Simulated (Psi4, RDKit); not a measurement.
Conformational energy of SMILES C=Cc1ccccc1C#N (C9H7N). Scanned: dihedral C1–C2–C3–C4; all other coordinates were relaxed at GFN2-xTB. Points at φ and −φ are mirror images. Heavy atoms are numbered in the order of the SMILES C=Cc1ccccc1C#N, hydrogens after them in the order of the atoms that carry them; the mirror image has the same energies with the sign of each dihedral reversed. Each profile is relative to its own lowest point.

```json
[
 {"φ / °": "-160", "A": "21.9", "B": "7.0", "C": "15.8"},
 {"φ / °": "-140", "A": "8.9", "B": "10.7", "C": "8.8"},
 {"φ / °": "-120", "A": "8.4", "B": "17.3", "C": "4.8"},
 {"φ / °": "-100", "A": "14.6", "B": "22.9", "C": "2.9"},
 {"φ / °": "-80", "A": "14.8", "B": "20.9", "C": "2.2"},
 {"φ / °": "-60", "A": "6.1", "B": "13.0", "C": "0.0"},
 {"φ / °": "-40", "A": "0.0", "B": "5.1", "C": "0.3"},
 {"φ / °": "-20", "A": "2.6", "B": "0.9", "C": "4.2"},
 {"φ / °": "0", "A": "6.9", "B": "0.0", "C": "7.0"},
 {"φ / °": "20", "A": "2.6", "B": "0.9", "C": "4.2"},
 {"φ / °": "40", "A": "0.0", "B": "5.1", "C": "0.3"},
 {"φ / °": "60", "A": "6.1", "B": "13.0", "C": "0.0"},
 {"φ / °": "80", "A": "14.8", "B": "20.9", "C": "2.2"},
 {"φ / °": "100", "A": "14.6", "B": "22.9", "C": "2.9"},
 {"φ / °": "120", "A": "8.4", "B": "17.3", "C": "4.8"},
 {"φ / °": "140", "A": "8.9", "B": "10.7", "C": "8.8"},
 {"φ / °": "160", "A": "21.9", "B": "7.0", "C": "15.8"},
 {"φ / °": "180", "A": "33.2", "B": "5.6", "C": "20.6"}
]
```

Energies in kJ/mol.

Question: Assign the columns to these levels of theory: MMFF94 // GFN2-xTB in RDKit; PBE/def2-SVP // GFN2-xTB run with Psi4; UFF // GFN2-xTB run with RDKit.

Answer: A is UFF; B is PBE/def2-SVP; C is MMFF94.
